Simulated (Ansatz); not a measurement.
This geometry of ClH₂InO (5 atoms, charge 0, multiplicity 1) is a first-order saddle point.

Computed with Ansatz 0.2.0, RKS B3LYP/def2-SVP.

```xyz
5
Properties=species:S:1:pos:R:3
In 0.147 1.249 -1.513
H -0.788 -1.662 0.116
O -0.428 -0.794 -0.109
H 0.006 -0.420 0.684
Cl 1.064 1.627 0.822
```

Q: Which two structures does it join? (They come from a converged band through this point; their orientation in space is the band's.)

A: No bond is made or broken.  The two ends are copies of one structure, up to a mirror image or an exchange of like atoms.

Initial state:

```xyz
5
Properties=species:S:1:pos:R:3
In -0.077 1.304 -1.401
H -0.976 -1.372 0.151
O -0.159 -0.994 -0.206
H 0.267 -0.531 0.549
Cl 0.945 1.593 0.906
```

Final state:

```xyz
5
Properties=species:S:1:pos:R:3
In -0.065 1.301 -1.407
H -0.335 -1.655 -0.137
O -0.681 -0.767 0.032
H -0.083 -0.373 0.705
Cl 1.164 1.494 0.808
```

Q: How far does it lie above each of them?

A: 0.6 kcal/mol above the first and 0.6 kcal/mol above the second. This is the barrier of this one path; another mechanism may lie lower.

Time of the run: 4.7 min on 1 thread of Arm Neoverse V1, with other jobs on the host, peak memory 0.14 GiB.
